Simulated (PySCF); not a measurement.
Compound: C₆H₁₄Ge.
Numbering: `[CH3:1][CH2:2][GeH:3]1[CH2:4][CH2:5][CH2:6][CH2:7]1` (hydrogens: H8, H9, H10 on C1; H11, H12 on C2; H13 on Ge3; H14, H15 on C4; H16, H17 on C5; H18, H19 on C6; H20, H21 on C7)

Level: CAM-B3LYP/def2-SVPD in PySCF, non-relativistic, on one gas-phase PBE0-D3(BJ)/def2-SVP geometry that isn't relaxed in the solvent. The solvent is an IEF-PCM continuum (Bondi radii, 1.10 Å for H, scaled by 1.2), and excitations are vertical TDDFT with non-equilibrium linear response and a frozen core. Only the electrostatic response of the medium enters. Spin–orbit coupling is left out although an atom past zinc is present.

Gas-phase singlets (H = HOMO, L = LUMO):

| state | E (eV) | λ (nm) | f | leading configurations |
| --- | --- | --- | --- | --- |
| S1 | 7.375 | 168 | 0.013 | H→L 75%, H→L+1 15% |
| S2 | 7.506 | 165 | 0.017 | H-1→L 66%, H-1→L+1 11%, H→L+2 10% |
| S3 | 7.675 | 162 | 0.006 | H-1→L+1 47%, H→L+2 35% |
| S4 | 7.768 | 160 | 0.017 | H→L+1 52%, H-1→L+2 21% |
| S5 | 7.907 | 157 | 0.059 | H→L+2 34%, H-1→L+1 25%, H-1→L 17% |

Problem. What are the lowest 5 singlets in chloroform (ε = 4.711)?

Solution. 
| state | E (eV) | λ (nm) | f | leading configurations | change by rank (eV) |
| --- | --- | --- | --- | --- | --- |
| S1 | 7.376 | 168 | 0.019 | H→L 74%, H→L+1 15% | +0.001 |
| S2 | 7.502 | 165 | 0.030 | H-1→L 60%, H-1→L+1 14%, H→L+2 12% | -0.004 |
| S3 | 7.646 | 162 | 0.011 | H-1→L+1 48%, H→L+2 35% | -0.029 |
| S4 | 7.756 | 160 | 0.033 | H→L+1 47%, H-1→L+2 25% | -0.012 |
| S5 | 7.881 | 157 | 0.083 | H→L+2 32%, H-1→L+1 21%, H-1→L 21% | -0.026 |

Problem. How do the frontier levels move from gas to chloroform?

Solution. 
```json
{"orbital": "LUMO+2", "gas (eV)": "1.71", "solvent (eV)": "1.81", "change (eV)": "+0.10", "Löwdin shares, gas": "Ge3 19 %, C7 10 %, H11 9 %, H13 8 %", "Löwdin shares, solvent": "Ge3 20 %, C7 10 %, H11 8 %, H13 8 %"}
{"orbital": "LUMO+1", "gas (eV)": "1.52", "solvent (eV)": "1.63", "change (eV)": "+0.11", "Löwdin shares, gas": "C1 18 %, Ge3 9 %, H10 7 %, H9 6 %", "Löwdin shares, solvent": "C1 19 %, Ge3 9 %, H10 7 %, H9 6 %"}
{"orbital": "LUMO", "gas (eV)": "1.29", "solvent (eV)": "1.40", "change (eV)": "+0.11", "Löwdin shares, gas": "Ge3 22 %, C1 7 %, C5 6 %, C2 5 %", "Löwdin shares, solvent": "Ge3 25 %, C1 7 %, C5 6 %, C6 5 %"}
{"orbital": "HOMO", "gas (eV)": "-8.90", "solvent (eV)": "-8.79", "change (eV)": "+0.11", "Löwdin shares, gas": "C4 26 %, C7 23 %, Ge3 21 %, C5 5 %", "Löwdin shares, solvent": "C4 26 %, C7 22 %, Ge3 21 %, C5 5 %"}
{"orbital": "HOMO-1", "gas (eV)": "-9.05", "solvent (eV)": "-8.93", "change (eV)": "+0.12", "Löwdin shares, gas": "C2 28 %, Ge3 19 %, C7 10 %, C1 9 %", "Löwdin shares, solvent": "C2 28 %, Ge3 19 %, C7 11 %, C1 9 %"}
{"orbital": "HOMO-2", "gas (eV)": "-9.70", "solvent (eV)": "-9.62", "change (eV)": "+0.08", "Löwdin shares, gas": "Ge3 28 %, H13 26 %, C2 9 %, C4 8 %", "Löwdin shares, solvent": "Ge3 27 %, H13 26 %, C2 9 %, C4 9 %"}
{"orbital": "HOMO-3", "gas (eV)": "-10.44", "solvent (eV)": "-10.31", "change (eV)": "+0.13", "Löwdin shares, gas": "C6 21 %, C5 20 %, H18 13 %, H16 12 %", "Löwdin shares, solvent": "C6 21 %, C5 20 %, H18 13 %, H16 12 %"}
```

The HOMO–LUMO gap goes from 10.19 to 10.20 eV.
